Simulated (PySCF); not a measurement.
# Telling isomers of C2H13O2PSi3 apart by NMR

- structure optimised with GFN2-xTB
- shieldings: GIAO PBE0/pcSseg-1
- program: PySCF
- non-relativistic, averaged over atoms made equivalent by symmetry, fast rotation or ring inversion, no solvent, one computed conformer

Shifts are taken against calculated references (same method and geometry level): ¹H and ¹³C vs TMS. Splittings of carbon signals by F and P are missing where no couplings were computed. Where no couplings were computed, multiplicities follow the n + 1 count of equivalent neighbours, and m marks all less simple cases (inequivalent or close neighbours, rings, F or P nearby). Shifts are as computed. Against solution values, carbons near 30 ppm lie about +3 ppm off and those near 130 ppm about +5 ppm. Of 1211 compounds with measured shifts, 218 miss one by over three times the rms of a fit or turn the order of signals round; such compounds aren't used in these exercises. OH and NH positions are gas-phase values without hydrogen bonding to other molecules.

(1) Tabulate the signals of `OCCO[SiH2]P([SiH3])[SiH3]`, `C[SiH2]O[Si@@](C)(P)O[SiH3]`, `CO[SiH](OC)P([SiH3])[SiH3]` and their relative energies.

(2) What is the quickest way to tell OCCO[SiH2]P([SiH3])[SiH3] from C[SiH2]O[Si@@](C)(P)O[SiH3]?

(3) What is the quickest way to tell OCCO[SiH2]P([SiH3])[SiH3] from CO[SiH](OC)P([SiH3])[SiH3]?

(4) What is the quickest way to tell C[SiH2]O[Si@@](C)(P)O[SiH3] from CO[SiH](OC)P([SiH3])[SiH3]?

Answers

(1) 
```json
{"SMILES": "OCCO[SiH2]P([SiH3])[SiH3]", "carbon types": "2×CH2", "δC": "68.7, 65.5", "δH": "5.43 (m, 2H), 4.10 (m, 6H), 4.06 (m, 2H), 3.96 (m, 2H), 1.58 (br s, 1H)", "E rel. (kcal/mol)": "96.1"}
{"SMILES": "C[SiH2]O[Si@@](C)(P)O[SiH3]", "carbon types": "2×CH3", "δC": "7.8, 2.1", "δH": "5.38 (m, 1H), 5.22 (s, 3H), 5.19 (m, 1H), 1.01 (m, 2H), 0.51 (m, 3H), 0.29 (m, 3H)", "E rel. (kcal/mol)": "0.0"}
{"SMILES": "CO[SiH](OC)P([SiH3])[SiH3]", "carbon types": "2×CH3", "δC": "53.0", "δH": "5.34 (m, 1H), 4.12 (m, 6H), 3.84 (s, 6H)", "E rel. (kcal/mol)": "69.4"}
```

Energies are electronic energies at PBE0/pcSseg-1 on these geometries, without zero-point or thermal terms, each for the one conformer computed, which needn't be the lowest.

(2) Both give the same number of carbon signals, but DEPT or the intensities differ. The first has an sp3 CH2 bonded to O at 68.7 ppm, the second a methyl carbon bonded to Si (CH3) at 7.8 ppm.

(3) Count the carbon signals: 2 against 1. The first has an sp3 CH2 bonded to O at 68.7 ppm, the second a methyl carbon bonded to O (CH3) at 53.0 ppm.

(4) Count the carbon signals: 2 against 1. The first has a methyl carbon bonded to Si (CH3) at 2.1 ppm, the second a methyl carbon bonded to O (CH3) at 53.0 ppm. Their most deshielded carbons lie at 7.8 and 53.0 ppm.
